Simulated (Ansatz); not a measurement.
Cartesian coordinates in Å:
```
C -0.885 -1.748 1.287
C 0.187 -0.803 0.767
C 1.543 -1.070 1.404
C -0.227 0.678 0.765
O -0.485 1.450 1.637
C -0.188 0.803 -0.767
C 0.885 1.748 -1.286
C -1.543 1.070 -1.405
C 0.226 -0.678 -0.765
O 0.484 -1.451 -1.637
H -0.990 -1.631 2.368
H -0.605 -2.781 1.069
H -1.858 -1.557 0.829
H 1.474 -0.943 2.487
H 2.313 -0.391 1.031
H 1.859 -2.093 1.188
H 0.990 1.631 -2.367
H 1.858 1.556 -0.829
H 0.606 2.781 -1.069
H -1.858 2.093 -1.189
H -1.474 0.943 -2.487
H -2.313 0.392 -1.032
```

The species carries charge 0 and has multiplicity 1.

(1) List the CAM-B3LYP/def2-TZVPP orbital energies in eV (Ansatz). (An estimate is asked.)

Results:

(1) The calculation gave: Occupied: -522.76, -522.76, -281.46, -281.46, -279.65, -279.65, -279.13, -279.13, -279.13, -279.13, -31.34, -31.18, -26.27, -24.26, -21.71, -21.66, -21.41, -18.13, -17.50, -15.92, -15.50, -14.99, -14.92, -14.31, -14.18, -13.38, -13.23, -13.04, -12.86, -12.65, -12.45, -12.39, -12.30, -12.08, -11.70, -11.45, -8.88, -8.27. Lowest empty: -0.21, 1.09, 1.48, 2.43, 2.78, 3.07, 3.29, 3.34.
